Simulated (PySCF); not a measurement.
PbCl₃, SMILES [Cl][Pb-]([Cl])[Cl], charge -1.

Coordinates come from a PBE-D3(BJ)/def2-SVPD optimisation. The isomer is the one that the SMILES or the coordinates give; other isomers of the formula were not compared. The def2 effective core potentials stand for the cores of Pb; spin–orbit coupling is left out.

All values below come from PBE-D3(BJ)/def2-SVPD (PySCF).

Frequencies are harmonic and unscaled.

Modes within 1.5 cm⁻¹ of each other (mostly degenerate sets) share a row, with their intensities summed.

```csv
mode,ν (cm⁻¹),IR (km/mol),moving atoms (share of kinetic energy)
1–2,69,2.5,Cl 93 %
3,75,6.3,"Cl 78 %, Pb 22 %"
4–5,232,186.6,"Cl 82 %, Pb 18 %"
6,255,24.3,"Cl 88 %, Pb 12 %"
```
